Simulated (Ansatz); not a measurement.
Input file for CH₃AlSSe:

```yaml
crystal:
  periodic: [false, false, false]
  atoms:
    - {symbol: Al, position_ang: [-0.643215, 1.026831, 0.473445]}
    - {symbol: C, position_ang: [0.340690, -0.640521, 0.096048]}
    - {symbol: S, position_ang: [0.156448, -0.800848, 1.738255]}
    - {symbol: Se, position_ang: [1.191969, -1.865099, -0.966326]}
    - {symbol: H, position_ang: [0.227442, 2.339289, 0.619943]}
    - {symbol: H, position_ang: [-2.203360, 0.995845, 0.214416]}
    - {symbol: H, position_ang: [0.991226, -1.123596, -2.221381]}
basis:
  gaussian: {orbitals: def2-SVP}
correlation: {method: ccsd_t}
```

```sh
$ ansatz run in.yaml --threads 2 --pin off --events-out ev --progress --plain --max-ram 4352MiB
```

Log, shortened:

```
Functional definition: HF
924 factors; integrals over basis functions are off by at most 1.2e-3 eV
mean field evaluation 1: about -83764.6903 eV, gradient 1.5e1 eV
mean field evaluation 2: about -83764.7303 eV, gradient 1.6e1 eV
mean field evaluation 4: about -83766.0125 eV, gradient 3.4e0 eV
mean field evaluation 8: about -83766.0639 eV, gradient 1.7e-1 eV
mean field evaluation 16: about -83766.0117 eV, gradient 8.3e-1 eV
mean field -83766.06431701 eV, -3078.3460849726 hartree, gradient 5.9e-6 eV, S^2 0.000000; 0 other end points of the search recorded, 0 dependent functions left out
20 core orbitals not correlated: weight in the atoms' cores, before any rotation towards them, 1.000 or more for the frozen orbitals, at most 0.000 for the correlated occupied ones
reference -83766.06431701 eV, -3078.3460849726 hartree; 16, 16 occupied and 61, 61 virtual orbitals, 924 factors
second order -15.28087744 eV of doubles, -0.00000000 eV of singles
cycle   1  -15.53098939 eV  change   -2.5e-1 eV  update   1.2e-1
cycle   2  -16.07258172 eV  change   -5.4e-1 eV  update   3.8e-2
cycle   3  -16.20077083 eV  change   -1.3e-1 eV  update   2.3e-2
cycle   4  -16.18550985 eV  change    1.5e-2 eV  update   7.3e-3
cycle   5  -16.18517656 eV  change    3.3e-4 eV  update   3.0e-3
cycle   6  -16.18471297 eV  change    4.6e-4 eV  update   7.8e-4
cycle   7  -16.18440578 eV  change    3.1e-4 eV  update   3.0e-4
cycle   8  -16.18449731 eV  change   -9.2e-5 eV  update   1.1e-4
cycle   9  -16.18452841 eV  change   -3.1e-5 eV  update   5.3e-5
cycle  10  -16.18450731 eV  change    2.1e-5 eV  update   2.1e-5
perturbative correction -0.61970869 eV, -0.0227738745 hartree
Total energy: -83782.86853302 eV, -3078.9636285204 hartree
```

Hardware: 2 threads of an Arm Neoverse V1 on a shared host. Wall time 5.5 s, peak host memory 0.31 GiB.

MP2 recovers 90.9 % of the CCSD(T) correlation energy and the triples give 3.7 %; T1 = 0.0171.
